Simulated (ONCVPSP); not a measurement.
Tc: excitation energies, all-electron against ONCV

Tc, optimised norm-conserving Vanderbilt (ONCV), made with ONCVPSP 4.0.1 (PBE, scalar-relativistic). Core [Ar] 3d10, reference 4s2 4p6 4d5 5s2. Waves: 4s+5s: rc 1.50 bohr, ncon 4, nbas 7, qcut 8.4 1/bohr, 2 projectors; 4p: rc 1.90 bohr, ncon 4, nbas 8, qcut 5.6 1/bohr, 2 projectors, debl 3 Ha; 4d: rc 1.80 bohr, ncon 3, nbas 8, qcut 8.9 1/bohr, 3 projectors, debl 3.6 Ha. Local part: polynomial inside 0.95 bohr (lpopt 2, dvloc0 -1 Ha). Core correction: Teter function, fcfact 5.5, rcfact 1.6.

Energies are relative to the spin-unpolarised reference configuration 4s2 4p6 4d5 5s2; without spin polarisation the order of configurations can differ from experiment.

```
valence configuration  charge  ΔE all-electron (eV)  error AE − PS (meV)
      4s2 4p6 4d5 5s0      +2                23.005                 -5.8
      4s2 4p6 4d4 5s0      +3                51.711                 -4.4
      4s2 4p6 4d6 5s1       0                -0.939                 -3.7
```

(1) What are ΔE and the potential's error for 4s2 4p6 4d5 5s1?

Levels in the configuration 4s2 4p6 4d5 5s1:

```tsv
level	all-electron (eV)	pseudo (eV)
4s	-80.945	-80.952
4p	-52.923	-52.927
4d	-14.096	-14.095
5s	-11.394	-11.395
```

Answers

(1) ΔE = 8.154 eV all-electron; the error (AE − PS) is -1.6 meV.
